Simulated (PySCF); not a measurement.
`C[C@@]1(C(=O)Cl)CC[C@@H]([SiH3])C1`: 4 charge schemes on one density

C7H13ClOSi.
Geometry (GFN2-xTB, Å), atoms numbered from 1 in this order:
```
atom  x, y, z in Å
C1    -2.2725   -0.0624   -0.8567
C2    -1.1361    0.0876    0.1570
C3    -1.6463    0.8148    1.3709
O4    -1.2793    1.8413    1.8323
Cl5   -2.9693   -0.0553    2.1842
C6    -0.5504   -1.2827    0.5949
C7     0.9259   -1.2509    0.1887
C8     1.2920    0.2326    0.2118
Si9    2.9342    0.6563   -0.6492
C10    0.0601    0.8658   -0.4295
H11   -2.6191    0.9161   -1.1832
H12   -3.1107   -0.6018   -0.4236
H13   -1.9141   -0.6112   -1.7243
H14   -0.6389   -1.4059    1.6747
H15   -1.0890   -2.1029    0.1231
H16    1.5475   -1.8463    0.8558
H17    1.0422   -1.6438   -0.8234
H18    1.3302    0.5584    1.2569
H19    4.0212   -0.0445    0.0351
H20    2.8548    0.2051   -2.0414
H21    3.1461    2.1020   -0.6083
H22   -0.0158    1.9322   -0.2251
H23    0.0824    0.7224   -1.5107
```

Density: PBE0/pcSseg-1 (PySCF); schemes: Mulliken, IAO, Hirshfeld and ESP-fitted. Geometry: GFN2-xTB, one conformer, isolated molecule.

Question: Atoms with like bonding are taken together and averaged. Which atoms carry the lowest charge in the Mulliken, IAO, Hirshfeld and ESP-fitted schemes?

Answer: The schemes don't all agree: Mulliken C2 (-0.710); IAO C1 (-0.413); Hirshfeld O4 (-0.188); ESP-fitted C1 (-0.557).

Question: Do the Mulliken, IAO, Hirshfeld and ESP-fitted schemes agree on where the charge is highest?

Answer: The schemes don't all agree: Mulliken Si9 (+0.535); IAO Si9 (+0.594); Hirshfeld Si9 (+0.314); ESP-fitted C2 (+0.536).

Question: For which atoms does the sign change between the 4 schemes (beyond +0.03 e in one, beyond −0.03 e in another)?

Answer: C2 and C7.

Question: Give the atomic charges in each scheme.

Answer: In e; atoms taken as equivalent share a row and are averaged (×n: the atom named and its like, n in all):

```csv
atom,environment,Mulliken,IAO,Hirshfeld,ESP-fitted
C1,methyl carbon,-0.097,-0.413,-0.120,-0.557
C2,sp3 carbon next to a carbonyl,-0.710,-0.012,+0.016,+0.536
C3,acyl halide carbon,+0.415,+0.367,+0.194,+0.342
O4,carbonyl oxygen,-0.293,-0.347,-0.188,-0.370
Cl5,chlorine bonded to C,-0.119,-0.109,-0.044,-0.172
C6,ring CH2 carbon,-0.053,-0.261,-0.071,-0.230
C7,ring CH2 carbon,-0.171,-0.255,-0.069,+0.043
C8,sp3 carbon bound to silicon,-0.546,-0.374,-0.111,-0.119
Si9,SiH3 silicon,+0.535,+0.594,+0.314,+0.250
C10,ring CH2 carbon,-0.009,-0.257,-0.074,-0.324
H11/H12/H13,methyl hydrogen,+0.126,+0.148,+0.041,+0.136
H14,methylene hydrogen,+0.137,+0.144,+0.029,+0.049
H15,methylene hydrogen,+0.122,+0.144,+0.043,+0.052
H16,methylene hydrogen,+0.131,+0.142,+0.044,+0.024
H17,methylene hydrogen,+0.120,+0.127,+0.035,+0.016
H18,methine hydrogen,+0.148,+0.140,+0.035,+0.088
H19/H20/H21,Si–H hydrogen,-0.083,-0.118,-0.077,-0.072
H22,methylene hydrogen,+0.144,+0.154,+0.037,+0.097
H23,methylene hydrogen,+0.118,+0.129,+0.039,+0.085
```

Mean size of the charges over all atoms: IAO 0.207 e, Mulliken 0.195 e, ESP-fitted 0.173 e, Hirshfeld 0.079 e. Each set sums to the total charge, 0, to within 0.001 e. The Mulliken scheme gives each basis function's population to the atom it is centred on and halves the overlap population of two atoms between them. The Hirshfeld scheme divides the density at each point in proportion to the densities of the neutral, spherically averaged free atoms.

Some averages cover members that differ in this geometry: H11/H12/H13, ESP-fitted +0.121 to +0.156 e.

Question: How closely do the schemes follow one another over all atoms?

Answer: Correlation coefficient and root-mean-square difference: IAO with Hirshfeld 0.95, 0.149 e; Mulliken with IAO 0.75, 0.180 e; IAO with ESP-fitted 0.75, 0.170 e; Mulliken with Hirshfeld 0.72, 0.201 e; Hirshfeld with ESP-fitted 0.72, 0.171 e; Mulliken with ESP-fitted 0.20, 0.314 e.

Question: Sum the charges by element, for elements with more than one atom.

Answer: 
```tsv
element	atoms	Mulliken	IAO	Hirshfeld	ESP-fitted
C	7	-1.171	-1.206	-0.235	-0.310
H	13	+1.049	+1.068	+0.154	+0.603
```

Question: How many electrons does the IAO scheme count on C8?

Answer: Z − q = 6 − (-0.374) = 6.374.
